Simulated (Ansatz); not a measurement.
Diatomic AlCo, multiplicity 3 (the spin of the measured ground state). No spin–orbit coupling. Co is treated without relativity.

D_e counts from the fitted minimum to each atom's lowest state at the same level, without counterpoise.

Codes used: Ansatz (a first-principles code) with Gaussian orbitals. 

Task: What bond energy D_e does wB97M-V/def2-TZVPP give?

Result: 42.5 kcal/mol

Task: Estimate the bond energy D_e that BHLYP/def2-TZVPP returns for this input.

Result: 21.4 kcal/mol

Task: Give the bond energy D_e at the level wB97X-V/def2-TZVPP.

Result: 42.0 kcal/mol
